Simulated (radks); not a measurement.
Numerical settings for the zinc ion Zn+, [Ar] 3d10 4s1. Method: scalar-relativistic Kohn-Sham, PBE, spin-polarised, spherical densities, point nucleus; open shells are filled with parallel spins first; computed with a radial shooting solver on a logarithmic mesh with Libxc functionals. The defaults (mesh step 0.008 in ln r, mesh end at 40 bohr or more with all orbitals vanishing there, Anderson mixing 0.5 over 9 steps, residual threshold near 1e-9 with the energy settled to 1e-9 hartree or 1e-11 of itself, here a cap of 78 iterations) give E = -1795.6661 hartree and 4s at -14.521 eV in 17 iterations. Times are rough (one thread of a shared host). One setting is changed at a time: mesh step in ln r 0.08; mesh step in ln r 0.005; mesh step in ln r 0.003; mesh end (bohr) 8; mesh end (bohr) 1; residual threshold 0.1; residual threshold 1e-05; mixing 0.01; linear mixing, mixing 0.05; linear mixing, mixing 1; mixing history 3; iteration cap 3. Which runs fail to converge, and which converge to a wrong energy?

Answer. Not converged within the cap: mesh step in ln r 0.08; linear mixing, mixing 0.05; linear mixing, mixing 1; iteration cap 3. Settled on a wrong energy, with an occupied level pushed above zero by the early mesh end: mesh end (bohr) 1 (+79.1 hartree). Apart from these: no run marked as converged misses the energy by more than 1 mhartree.
